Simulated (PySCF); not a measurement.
## Dipole response of Ti (titanium, neutral)

[Ar] 3d2 4s2, high-spin 3F determinant. All numbers are calculated (PySCF 2.14, the spin-free X2C one-electron Hamiltonian (Gaussian nucleus), in aug-cc-pVDZ-DK (7s6p4d2f, 59 functions)). Coupled (time-dependent) response in atomic units; α is the mean over directions. A double-zeta set is small for polarisabilities.

```csv
method,mean α (bohr³),C₆ (like pair),S(−4)
UHF,139.9,1657,41120
PBE,104.6,1204,5757
PBE0,109.1,1275,6340
PW91,103.7,1188,5693
```

S(−4) is the Cauchy moment in α(ω) = α(0) + S(−4) ω² + …

Reference α: 87 ± 10 bohr³ (recommended; Schwerdtfeger and Nagle, table of static dipole polarizabilities (2023 update)). Published C₆: 1044 (Chu and Dalgarno (2004); Tang, Norbeck and Certain (1976)).

Hartree-Fock lies above the reference because it lacks correlation, which contracts the outer shell.

α(iu) at UHF:

```csv
u (hartree),α(iu) (bohr³)
0,139.9
0.0500,110.3
0.100,78.30
0.200,38.49
0.300,22.05
0.500,10.43
0.750,5.873
1.00,3.978
1.50,2.298
2.00,1.519
3.00,0.7984
5.00,0.3245
```

A single London oscillator, α(iu) = α/(1 + u²/ω²), gives C₆ = (3/4) ω α². Matching the computed C₆ needs ω = 4 × 1657 / (3 × 139.9²) = 0.113 hartree.
